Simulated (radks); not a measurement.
Values are calculated unless marked as measured or tabulated.
Question: Excited configurations of Dy2+: one electron is placed in a higher orbital outside [Xe] 4f9. The ground configuration is [Xe] 4f10. Level of theory: scalar-relativistic Kohn-Sham, PBE, spin-unpolarised, spherical densities, point nucleus (a radial shooting solver on a logarithmic mesh with Libxc functionals). Excitation = E - E(ground); binding = E(ion) - E, where the ion is the core of charge +3; n* = 3/sqrt(2 binding) in atomic units, and the quantum defect is n - n*.

outer orbital  excitation (eV)  binding (eV)     n*  quantum defect  eigenvalue (eV)  <r> (bohr)
5d                       5.745        19.914  2.480           2.520          -15.176       2.332
6s                       5.793        19.867  2.483           3.517          -16.591       3.243
6p                      10.554        15.105  2.847           3.153          -12.542       3.936
6d                      16.040         9.620  3.568           2.432           -7.996       5.617
7p                      17.268         8.391  3.820           3.180           -7.155       7.250
7d                      19.694         5.965  4.531           2.469           -5.054       9.621
7f                      21.922         3.738  5.724           1.276           -3.173       14.85

Estimate the row for 5f.

Answer: excitation (eV) 17.747; binding (eV) 7.912; n* 3.934; quantum defect 1.066; eigenvalue (eV) -6.258; <r> (bohr) 5.703. The Delta-SCF ionisation energy is 25.659 eV (NIST Atomic Spectra Database: 22.89 eV, semi-empirical). Self-interaction in the functional shifts the binding energies and quantum defects, so they are the method's values and not measured ones. Spin polarisation and multiplet splitting are left out, so open shells lie too high by an amount that depends on their filling. Spin-orbit splitting is averaged out at the scalar-relativistic level.

Beside tabulated values, note that spin-unpolarised runs miss the spin-polarisation part of the exchange energy of open shells.
